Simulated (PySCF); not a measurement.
# `COC(=O)c1cnncn1` in a uniform electric field

C5H5N3O2.
Geometry (GFN2-xTB, Å), atoms numbered from 1 in this order:
```xyz
15
C5H5N3O2 angstrom
C     -2.8660    0.6979    0.1544
O     -1.4458    0.7493    0.1226
C     -0.8219   -0.4166    0.1726
O     -1.3664   -1.4903    0.2400
C      0.6706   -0.2686    0.1363
C      1.4941   -1.4034    0.1807
N      2.8071   -1.2775    0.1491
N      3.3317   -0.0887    0.0763
C      2.5382    0.9632    0.0365
N      1.2110    0.9373    0.0632
H     -3.2084    1.7279    0.1044
H     -3.2059    0.2222    1.0768
H     -3.2427    0.1237   -0.6947
H      1.0877   -2.4015    0.2411
H      3.0123    1.9332   -0.0236
```

Level: CAM-B3LYP/def2-SVPD (PySCF); nuclei fixed, core orbitals frozen in the response. Permanent dipole (-2.775, 1.840, -0.042) D (1 au = 2.5417 D). Static polarisability (au):

```
x   110.24   0.37  -1.14
y     0.37  87.25  -1.88
z    -1.14  -1.88  51.71
```

Only the terms in μ and α are kept: μ(F) = μ + αF and ΔE = −μ·F − ½ F·αF.

Question: A field of 0.001 au (0.051 V/Å) is applied along each axis in both senses. Find the induced dipole, the size of the total dipole and the two energy terms.

Answer: 
| field along | induced x (D) | induced y (D) | induced z (D) | total size (D) | −μ·F (kJ/mol) | −½F·αF (kJ/mol) |
| --- | --- | --- | --- | --- | --- | --- |
| +x | 0.280 | 0.001 | -0.003 | 3.101 | +2.866 | -0.145 |
| −x | -0.280 | -0.001 | 0.003 | 3.566 | -2.866 | -0.145 |
| +y | 0.001 | 0.222 | -0.005 | 3.457 | -1.901 | -0.115 |
| −y | -0.001 | -0.222 | 0.005 | 3.213 | +1.901 | -0.115 |
| +z | -0.003 | -0.005 | 0.131 | 3.331 | +0.043 | -0.068 |
| −z | 0.003 | 0.005 | -0.131 | 3.334 | -0.043 | -0.068 |

Question: For the field (0.0007, -0.0004, -0.0008) au, what is the induced dipole, and what angle does it make with the field?

Answer: αF = (0.198, -0.084, -0.105) D, at 19.5° to the field. The polarisability along this direction, F·αF/F², is 78.25 au, against a mean of 83.07 au.

Question: At what field along the permanent dipole would the induced dipole along it equal the permanent one, in this linear picture?

Answer: The polarisability along the dipole is 102.87 au, so F = 1.3101 au / 102.87 au = 0.0127 au = 0.65 V/Å; higher-order terms are ignored.

Question: What field makes μF equal to kT at 298 K?

Answer: kT = 0.9437 × 10⁻³ Eh, so F = 0.00072 au = 3.7 MV/cm.

Question: A unit point charge sits 11 Å away. Estimate the induction energy −αe²/2R⁴ with the mean polarisability, treating the molecule as a point.

Answer: R = 20.79 bohr, so the energy is −83.1/(2 × 20.79⁴) Eh = -0.584 kJ/mol. The charge–dipole term at its most favourable orientation, −μe/R², is -7.96 kJ/mol.

The structure is a single GFN2-xTB conformer in the gas phase; no vibrational or solvent corrections. GFN2-xTB frequencies show an imaginary mode (22i cm⁻¹), so this geometry is no minimum at that level.

These values come from a run that also computed excited states. Hardware: one thread of an Arm Neoverse V2, no GPU, shared host with 96 logical CPUs at a one-minute load of 17. Cost: 52 s, 1.1 GiB resident at most.
